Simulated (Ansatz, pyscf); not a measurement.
HO–PH• → •O–PH₂, a hydrogen shift on the doublet surface: H–O broken, H–P formed. Optimised with ωB97X-D3(BJ)/def2-SVP in PySCF. Wave-function energies: Ansatz (a quantum-chemistry and plane-wave program), frozen core, RHF or UHF references. In kcal/mol, from the reactant's lowest minimum found.

| level | barrier | reaction energy |
|---|---|---|
| M06-2X/def2-TZVP | 52.50 | +9.92 |
| PBE0-D3(BJ)/def2-TZVP | 49.22 | +6.82 |
| CCSD(T)/cc-pV(D+d)Z | 52.68 | +11.33 |
| CCSDT(Q)/cc-pV(D+d)Z | (withheld) | (withheld) |
| CCSD(T)/cc-pV(T+d)Z | 52.31 | +9.13 |
| CCSD(T)/cc-pV(Q+d)Z | (withheld) | +8.27 |

What belongs in the gaps?


- CCSDT(Q)/cc-pV(D+d)Z, barrier: 52.16
- CCSDT(Q)/cc-pV(D+d)Z, reaction energy: +10.88
- CCSD(T)/cc-pV(Q+d)Z, barrier: 52.02

In cc-pV(D+d)Z, going from CCSD(T) to CCSDT(Q) shifts the barrier by -0.52 and the reaction energy by -0.45 kcal/mol. With HF in the quadruple-zeta basis and the correlation energy extrapolated as X⁻³ from X = 3, 4, CCSD(T) gives 51.77 and +7.85; adding the double-zeta shift gives ΔE‡ = 51.25 and ΔE = +7.40 kcal/mol, without core correlation, relativity or geometry relaxation at these levels. One saddle was located; it need not be the lowest between these sides.
